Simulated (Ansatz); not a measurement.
The cluster Sr₅Te₅⁺. The state is a doublet with charge 1. Geometry r2SCAN-D4/def2-SVP.

```xyz
10

Sr    0.8413   -0.0994   -1.9653
Sr   -0.3374   -0.3482    2.7161
Sr    2.8140   -1.8860    0.6560
Sr   -3.0347   -0.5118   -0.3963
Sr   -0.8572    2.9738    0.3359
Te   -0.3482   -2.4151    0.2285
Te   -2.8503    1.3318    2.1811
Te   -1.7596    1.6016   -2.3479
Te    3.6188   -1.8506   -2.3945
Te    1.9133    1.2039    0.9865
```

In the def2 sets Sr, Te take a core potential; there is no spin–orbit coupling. At LDA (SPW92)/def2-SVP, BLYP-D4/def2-SVP the gap within one spin of the charge 1 doublet nearly closes, so an electron or hole may be smeared out by delocalisation error. The structure comes from a short search, and lower isomers may exist.

Task: Estimate the α-spin orbital energies around the gap (eV) in Ansatz with LDA (SPW92)/def2-SVP, PBE-D4/def2-SVP, BLYP-D4/def2-SVP, r2SCAN-D4/def2-SVP, PBE0-D4/def2-SVP.

Result: 
```tsv
orbital	LDA (SPW92)/def2-SVP	PBE-D4/def2-SVP	BLYP-D4/def2-SVP	r2SCAN-D4/def2-SVP	PBE0-D4/def2-SVP
HOMO−9	-8.45	-8.29	-8.01	-8.59	-9.39
HOMO−8	-8.41	-8.24	-7.98	-8.47	-9.22
HOMO−7	-8.35	-8.20	-7.95	-8.43	-9.11
HOMO−6	-8.27	-8.10	-7.85	-8.27	-9.01
HOMO−5	-8.27	-8.04	-7.83	-8.19	-8.87
HOMO−4	-8.05	-7.82	-7.61	-7.96	-8.65
HOMO−3	-8.03	-7.81	-7.59	-7.96	-8.63
HOMO−2	-7.83	-7.63	-7.41	-7.79	-8.48
HOMO−1	-7.82	-7.59	-7.40	-7.74	-8.38
HOMO	-7.78	-7.55	-7.35	-7.67	-8.33
LUMO	-5.54	-5.31	-5.23	-5.00	-4.79
LUMO+1	-5.00	-4.75	-4.60	-4.41	-4.08
LUMO+2	-4.85	-4.59	-4.53	-4.27	-3.95
LUMO+3	-4.77	-4.55	-4.43	-4.19	-3.85
LUMO+4	-4.76	-4.48	-4.33	-4.14	-3.80
LUMO+5	-4.60	-4.42	-4.32	-3.95	-3.76
β HOMO	-7.77	-7.55	-7.34	-7.67	-8.33
β LUMO	-7.71	-7.39	-7.25	-7.22	-6.60
```
